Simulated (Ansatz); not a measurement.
`[SiH3][SnH]([Cl])[Cl]` + HBr → `[Cl][SnH]([Cl])[Br]` + SiH₄ at 298.15 K and 1 bar (cleavage of the Sn–Si bond).

Calculated with Ansatz (gas phase, PBE0-D4/def2-TZVP geometries, no zero-point term in ΔE). CBS: MP2 limit from def2 TZ/QZ plus the TZ coupled-cluster correction, frozen cores. This one scheme is used for every species. def2 core potentials past Kr. For Br, Sn outer-core shells are correlated without core-valence functions, which leaves a few kJ/mol of doubt a bond. Scalar relativity is left out up to krypton.

```json
{"species": "`[SiH3][SnH]([Cl])[Cl]`", "CCSD(T)/CBS energy (Eh)": "-1425.15460", "H − E (kJ/mol)": "112.5", "S (J/(mol·K))": "389.0"}
{"species": "HBr", "CCSD(T)/CBS energy (Eh)": "-2573.91920", "H − E (kJ/mol)": "24.6", "S (J/(mol·K))": "198.6"}
{"species": "`[Cl][SnH]([Cl])[Br]`", "CCSD(T)/CBS energy (Eh)": "-3707.63582", "H − E (kJ/mol)": "46.2", "S (J/(mol·K))": "366.3"}
{"species": "SiH₄", "CCSD(T)/CBS energy (Eh)": "-291.46306", "H − E (kJ/mol)": "92.1", "S (J/(mol·K))": "204.8"}
```

H − E and S are ideal-gas, rigid-rotor, harmonic terms from PBE0-D4/def2-TZVP. 1 Eh = 2625.50 kJ/mol, R = 8.31446 J/(mol·K).

**Question.** By hand: ΔE, ΔH, ΔS and ΔG.

**Answer.** ΔE = (-3707.63582) + (-291.46306) − (-1425.15460) − (-2573.91920) = -0.02508 Eh = -65.8 kJ/mol. Δ(H − E) = 46.2 + 92.1 − 112.5 − 24.6 = 1.2, so ΔH = -64.6 kJ/mol. ΔS = 366.3 + 204.8 − 389.0 − 198.6 = -16.5 J/(mol·K). ΔG = -64.6 − 298.15 × (-16.5)/1000 = -59.7 kJ/mol.

**Question.** By hand: the equilibrium constant, and the temperature at which ΔG would vanish if ΔH and ΔS stayed fixed.

**Answer.** log₁₀ K = −ΔG/(RT ln 10) = 10.5. ΔG = 0 at ΔH/ΔS = 3915 K, far beyond where these terms or the molecules hold.

ΔH outweighs TΔS. A doubt of 5 kJ/mol in ΔE shifts log₁₀ K by 0.9 here. These are equilibria of isolated gas molecules and say nothing of rates. Largest T1 diagnostic: 0.012 (customary marks: 0.02 for closed shells, 0.045 for open ones).
